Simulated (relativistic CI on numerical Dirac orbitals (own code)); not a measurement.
**Re⁷⁺: L2,3 absorption edge**

Computed with this model: Dirac-Coulomb-Breit CI, orbitals from a KLI potential per configuration, a model potential for QED, valence Slater integrals scaled by 0.7, multiplet model of core-to-valence dipole absorption; configurations [Xe] 4f14 → [He] 2s2 2p5 3s2 3p6 3d10 4s2 4p6 4d10 4f14 5s2 5p6 5d; 300 K; Lorentzian 7.5 eV and Gaussian 1 eV FWHM. Energies are those of the free ion, without screening or charge transfer. The branching ratio is the share of the lower-energy edge in the whole absorption, uncertain by about 0.02 where the edges overlap. S is read from ⟨S²⟩ = S(S + 1).

Field parameters in Wybourne normalisation: Oh B⁴₀ = 21Dq, B⁴₄ = √(5/14) B⁴₀. The field is a parameter set, without covalency.

Computed curve for Oh, 10Dq = 35100 cm⁻¹, scaled to 100 at the maximum (points under 2 are left out and the grid is thinned):

Energy (eV), Intensity and a bar:
```
  10518.0        2.2 
  10519.5        2.5 
  10521.5        2.9 
  10523.0        3.3 
  10524.5        3.7 #
  10526.5        4.5 #
  10528.0        5.2 #
  10529.5        6.2 #
  10531.5        7.9 ##
  10533.0        9.7 ##
  10534.5       12.2 ###
  10536.5       17.2 #####
  10538.0       23.2 #######
  10539.5       32.4 #########
  10541.5       52.6 ################
  10543.0       73.0 ######################
  10544.5       90.1 ###########################
  10546.0       97.6 #############################
  10548.0       99.6 ##############################
  10549.5       89.1 ###########################
  10551.0       67.2 ####################
  10553.0       41.1 ############
  10554.5       28.8 ########
  10556.0       20.9 ######
  10558.0       14.4 ####
  10559.5       11.3 ###
  10561.0        9.1 ##
  10563.0        7.0 ##
  10564.5        5.9 #
  10566.0        5.0 #
  10568.0        4.1 #
  10569.5        3.6 
  10571.0        3.1 
  10573.0        2.7 
  10574.5        2.4 
  10576.0        2.2 
  11951.0        2.1 
  11952.5        2.5 
  11954.0        3.0 
  11956.0        3.9 #
  11957.5        4.9 #
  11959.0        6.2 #
  11961.0        9.1 ##
  11962.5       12.6 ###
  11964.0       18.2 #####
  11965.5       26.7 ########
  11967.5       40.5 ############
  11969.0       44.1 #############
  11970.5       39.5 ############
  11972.5       31.8 #########
  11974.0       26.1 #######
  11975.5       19.3 #####
  11977.5       12.2 ###
  11979.0        8.8 ##
  11980.5        6.5 #
  11982.5        4.7 #
  11984.0        3.7 #
  11985.5        3.0 
  11987.5        2.4 
  11989.0        2.0
```

The ground state has S = 0.00, and the centroid lies at 10957.95 eV.
